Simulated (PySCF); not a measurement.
## Static response to an electric field

Species: C5H4O3S.
SMILES with atom numbers: `[O:1]=[C:2]([OH:3])[c:4]1[cH:5][cH:6][c:7]([SH:8])[o:9]1` (hydrogens: H10 on O3; H11 on C5; H12 on C6; H13 on S8)

Cartesian coordinates in Å at the GFN2-xTB level; atoms count from 1:
```xyz
13
C5H4O3S angstrom
O     -2.9191   -0.0590   -0.2003
C     -1.8778    0.5511   -0.1823
O     -1.8127    1.8867   -0.2993
C     -0.5703   -0.0698   -0.0345
C     -0.2391   -1.3978    0.1096
C      1.1602   -1.4545    0.2122
C      1.5868   -0.1516    0.1228
S      3.1938    0.5188    0.1735
O      0.5590    0.6890   -0.0254
H     -2.7074    2.2481   -0.3942
H     -0.9295   -2.2152    0.1365
H      1.7768   -2.3199    0.3336
H      2.7748    1.7745    0.0300
```

Level: CAM-B3LYP/def2-SVPD (PySCF), static field, nuclei fixed, core orbitals frozen in the response. The polarisability tensor in these axes (au):

```
x   134.70   0.98   5.42
y     0.98  90.35  -3.10
z     5.42  -3.10  56.23
```

Problem. Diagonalise the tensor; give its mean and Δα, where Δα² is half the sum of the squared differences of the eigenvalues.

Solution. Principal values 55.56, 90.62 and 135.09 au; mean 93.76 au = 13.89 Å³ = 15.46 × 10⁻⁴⁰ C²·m²/J; Δα = 69.03 au (74 % of the mean).

Problem. What is the dipole moment, and where does it point?

Solution. (1.86, 0.54, 0.08) D, 1.94 D in size, pointing from the negative to the positive side. Measured along this direction, the outermost atoms are O1 at the negative end and S8 and H13 at the positive end.

Problem. Give the principal axes and the span of the nuclei along them.

Solution. Largest value along (1.00, 0.02, 0.07), where the nuclei span 6.13 Å; middle along (-0.01, 1.00, -0.09), 4.66 Å; least along (-0.07, 0.09, 0.99), 0.00 Å. The response follows the extents in order.

Problem. Estimate the molar refractivity from the static electronic polarisability.

Solution. Lorentz–Lorenz: R = (4π/3)N_A α = 2.5225 cm³/(mol·Å³) × 13.89 Å³ = 35.0 cm³/mol, in the limit of long wavelengths.

Problem. How large is μ²/3kT at 273 K beside α?

Solution. In Gaussian units μ²/3kT = 33.33 Å³ against 13.89 Å³, a ratio of 2.40; the Debye molar polarisation (4π/3)N_A(α + μ²/3kT) is 119.1 cm³/mol, leaving out the vibrational part.

The structure is a single GFN2-xTB conformer in the gas phase; no vibrational or solvent corrections.
